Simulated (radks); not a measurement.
Charge is removed step by step from the 3s down level of Ni5+, starting from [Ne] 3s(up 1, down 1) 3p6 3d5. All-electron calculation, scalar-relativistic Kohn-Sham, LDA (Slater exchange, Perdew-Wang correlation), spin-polarised, spherical densities, finite nucleus; open shells are filled with parallel spins first; Fermi nuclear charge, rms radius 3.7757 fm. Program: a radial shooting solver on a logarithmic mesh with Libxc functionals.

removed (e)  E - E(0) (eV)  eigenvalue (eV)  E minus straight line (eV)
0                    0.000          -192.88                       0.000
0.25                49.000          -199.20                      -2.394
0.5                 99.587          -205.57                      -3.201
0.75                151.77          -212.00                      -2.408
1                   205.58          -218.48                       0.000

Removing the whole electron costs 205.58 eV by Delta-SCF, against 192.88 eV from minus the eigenvalue at the starting occupation. Slater's transition state (half an electron removed) gives 205.57 eV. Integrating minus the eigenvalue over the occupation (Janak's theorem) gives 205.61 eV. In this scalar-relativistic scheme the density is built from large components alone, so the theorem holds only approximately. The mean slope of the eigenvalue, de/dn, is 25.6 eV per electron.
